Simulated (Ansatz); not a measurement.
`OB(O)[Te][SiH3]` + `[SiH3][SiH3]` → `OB(O)[TeH]` + `[SiH3][SiH2][SiH3]`  (redistribution)

Gas-phase electronic energies from Ansatz, PBE0-D4/def2-TZVP geometries. CBS: MP2 limit from def2 TZ/QZ plus the TZ coupled-cluster correction, frozen cores. DFT in def2-TZVPP. Elements past krypton have def2 core potentials. For Te outer-core shells are correlated without core-valence functions, which leaves a few kJ/mol of doubt a bond. Each species was taken in one conformer, which may not be the lowest.

`OB(O)[Te][SiH3]`:

Z-matrix (Å, degrees):
```
Si
Te 1 2.486
H 1 1.483 2 109.8
H 1 1.495 2 109.1 3 118.4
H 1 1.484 2 112.7 3 -122.1
B 2 2.197 1 95.6 3 -140.2
O 6 1.353 2 114.2 1 -173.1
O 6 1.355 2 125.5 1 7.7
H 7 0.963 6 112.1 2 -178.2
H 8 0.962 6 114.5 2 2.1
```

`[SiH3][SiH3]`:

Cartesian coordinates in Å:
```
Si -0.290 1.082 -0.334
Si 0.290 -1.082 0.334
H -1.187 1.033 -1.520
H -0.995 1.791 0.767
H 0.930 1.855 -0.693
H 0.991 -1.792 -0.769
H -0.930 -1.854 0.697
H 1.190 -1.033 1.517
```

`OB(O)[TeH]`:

```xyz
7

O     1.152   -0.132    0.859
B    -0.025   -0.381    0.240
O    -0.664   -1.526    0.580
Te   -0.899    0.982   -1.258
H     1.576    0.685    0.594
H    -1.495   -1.687    0.133
H     0.355    2.060   -1.149
```

`[SiH3][SiH2][SiH3]`:

Cartesian coordinates in Å:
```
Si 1.735 0.873 -0.189
Si 0.079 -0.361 0.906
Si -1.793 -0.609 -0.474
H 2.938 1.044 0.670
H 1.208 2.218 -0.546
H 2.137 0.176 -1.441
H -0.316 0.336 2.163
H 0.613 -1.704 1.269
H -1.405 -1.313 -1.726
H -2.334 0.730 -0.833
H -2.863 -1.390 0.202
```

CCSD(T)/CBS gives +60.1 kJ/mol.

(1) Another level gave +59.6 kJ/mol. Which?
A. SCS-MP2/def2-TZVPP
B. revPBE/def2-TZVPP
C. BLYP-D4/def2-TZVPP
D. BHLYP/def2-TZVPP

Largest T1 diagnostic among the species: 0.013.

## Answers

(1) D. BHLYP 59.6, BLYP-D4 54.3, revPBE 47.1, SCS-MP2/def2-TZVPP 64.2 kJ/mol.

From BLYP to BHLYP (50 % exact exchange), in def2-TZVPP and without D4, ΔE moves by +7.5 kJ/mol. Leaving LDA and LC-ωPBE aside and taking each functional with its dispersion term where it has one, the values, not all of them listed here, spread over 14.2 kJ/mol, from B97M-V to BHLYP-D4.
